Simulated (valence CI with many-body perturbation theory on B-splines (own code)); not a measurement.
Ladder of approximations for C

Computed by relativistic CI+MBPT: four valence electrons over a frozen Dirac-Fock core [He], a basis of 11 s, 11 p, 9 d, 7 f, 5 g, 2 h, 1 i functions for each j, with the one-electron correlation potential Σ1 (screened to all orders), the two-electron term Σ2, the three-electron term Σ3, Breit, model QED; selected single and double excitations, second order for the rest, scaled by the run's own slope (own B-spline code, finite nucleus).

Set against measurement, 36 paired levels are off by 37 cm⁻¹ on average, the worst by 83. These come from a selection out of the NIST Handbook of Basic Atomic Spectroscopic Data. Levels without a partner in it may be off by more. Among the levels kept, up to 900 cm⁻¹ of a level comes from second order outside the variational space, and about a tenth of that is noise between levels of different J, which matters for small intervals.

Each rung adds one term. CI alone is the Dirac-Coulomb CI over the frozen core; QED comes last and gives the full result, which names the levels. Energies are above 2s2 2p2 3P_0 on the same rung, in cm⁻¹.

| Level | CI alone | Σ1 | Σ2 | Σ3 | Breit | QED | Full |
| --- | --- | --- | --- | --- | --- | --- | --- |
| 2s2 2p2 3P_1 | 20.4 | +1.2 | +0.2 | +0.1 | -3.2 | 0.0 | 18.7 |
| 2s2 2p2 3P_2 | 68.7 | +2.8 | -0.9 | 0.0 | -15 | +0.1 | 55.8 |
| 2s2 2p2 1D_2 | 10226 | +60 | +15 | -37 | -11 | +0.3 | 10253 |
| 2s2 2p2 1S_0 | 21597 | +83 | +125 | -67 | -7.1 | +0.2 | 21731 |
| 2s 2p3 5S°_2 | 33978 | -317 | +6.4 | +27 | -12 | -7.3 | 33675 |
| 2s2 2p 3s 3P°_0 | 59973 | +412 | -50 | -52 | -3.6 | +2.8 | 60282 |
| 2s2 2p 3s 3P°_1 | 60002 | +414 | -51 | -52 | -8.6 | +2.8 | 60306 |
| 2s2 2p 3s 3P°_2 | 60046 | +416 | -52 | -52 | -18 | +3.0 | 60342 |
| 2s2 2p 3s 1P°_1 | 61656 | +425 | -79 | -52 | -13 | +3.1 | 61940 |
| 2s 2p3 3D°_1 | 64403 | -152 | -96 | -37 | -11 | -6.7 | 64100 |
| 2s 2p3 3D°_2 | 64407 | -151 | -96 | -37 | -13 | -6.6 | 64103 |
| 2s 2p3 3D°_3 | 64412 | -151 | -91 | -36 | -21 | -6.7 | 64106 |
| 2s2 2p 3p 1P_1 | 68545 | +415 | -79 | -52 | -13 | +2.5 | 68819 |
| 2s2 2p 3p 3D_1 | 69372 | +414 | -78 | -52 | -7.3 | +2.5 | 69651 |
| 2s2 2p 3p 3D_2 | 69397 | +415 | -80 | -52 | -10 | +2.5 | 69672 |
| 2s2 2p 3p 3D_3 | 69428 | +416 | -80 | -52 | -19 | +2.7 | 69696 |
| 2s2 2p 3p 3S_1 | 70428 | +413 | -76 | -52 | -14 | +2.6 | 70702 |
| 2s2 2p 3p 3P_0 | 71026 | +412 | -77 | -52 | -8.0 | +2.5 | 71302 |
| 2s2 2p 3p 3P_1 | 71049 | +413 | -80 | -52 | -11 | +2.5 | 71321 |

The middle columns are the shifts that each term adds.

**Question.** How does the ionisation energy move along the ladder, and which term matters most?

**Answer.** CI alone 11.215, + Σ1 11.270, + Σ2 11.260, + Σ3 11.254, + Breit 11.253, + QED 11.254 eV. The largest step is Σ1, 0.055 eV. NIST lists 11.2603 eV (measured).
